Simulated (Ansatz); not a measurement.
Sn(Me)4 (C4H12Sn), SMILES [CH3][Sn]([CH3])([CH3])[CH3].

Geometry: PBE0-D3(BJ)/def2-SVP. The isomer is the one that the SMILES or the coordinates give; other isomers of the formula were not compared. The def2 effective core potentials stand for the cores of Sn; spin–orbit coupling is left out.

Two levels are set side by side: PBE/def2-SVPD (Ansatz, a quantum-chemistry and plane-wave program) and PBE0/def2-SVPD (Ansatz). Energy differences of separate SCF runs at the same geometry; the states with an electron removed or added have multiplicity 2 and 2. Differences are taken from unrounded values.

| quantity | PBE |
|---|---|
| vertical ionisation energy (eV) | 9.12 |
| vertical singlet–triplet gap (eV) | 6.09 |

### Question
These are the PBE values. What does PBE0 give? (Estimate from the structure and the level; the computed values follow.)

### Answer

```
quantity                           PBE0  PBE minus PBE0
---------------------------------  ----  --------------
vertical ionisation energy (eV)    9.46           -0.34
vertical singlet–triplet gap (eV)  6.60           -0.51
```
